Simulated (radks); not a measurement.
Results of a calculation; reference values are marked as such.
Excited configurations of neutral osmium: one electron is placed in a higher orbital outside [Xe] 4f14 5d6 6s1. The ground configuration is [Xe] 4f14 5d6 6s2. Level of theory: scalar-relativistic Kohn-Sham, PBE, spin-polarised, spherical densities, finite nucleus; open shells are filled with parallel spins first (spin-orbit coupling, left out, can overturn this in heavy ions); Fermi nuclear charge, rms radius 5.4126 fm (a radial shooting solver on a logarithmic mesh with Libxc functionals). Excitation = E - E(ground); binding = E(ion) - E, where the ion is the core of charge +1; n* = 1/sqrt(2 binding) in atomic units, and the quantum defect is n - n*.

| outer orbital | excitation (eV) | binding (eV) | n* | quantum defect | eigenvalue (eV) | <r> (bohr) |
|---|---|---|---|---|---|---|
| 5f | 7.433 | 0.970 | 3.745 | 1.255 | -0.477 | 16.53 |
| 6d | 6.706 | 1.697 | 2.832 | 3.168 | -0.796 | 9.884 |
| 6f | 7.722 | 0.681 | 4.470 | 1.530 | -0.405 | 27.86 |
| 7s | 5.640 | 2.762 | 2.219 | 4.781 | -1.675 | 8.056 |
| 7p | 6.462 | 1.940 | 2.648 | 4.352 | -1.150 | 10.63 |
| 7d | 7.322 | 1.081 | 3.548 | 3.452 | -0.623 | 18.42 |
| 7f | 7.903 | 0.499 | 5.220 | 1.780 | -0.321 | 41.62 |

The Delta-SCF ionisation energy is 8.403 eV (NIST Atomic Spectra Database: 8.438 eV, measured). Self-interaction in the functional shifts the binding energies and quantum defects, so they are the method's values and not measured ones. Open shells are spherical and high-spin; term and fine-structure splittings are not resolved. Spin-orbit splitting is averaged out at the scalar-relativistic level.
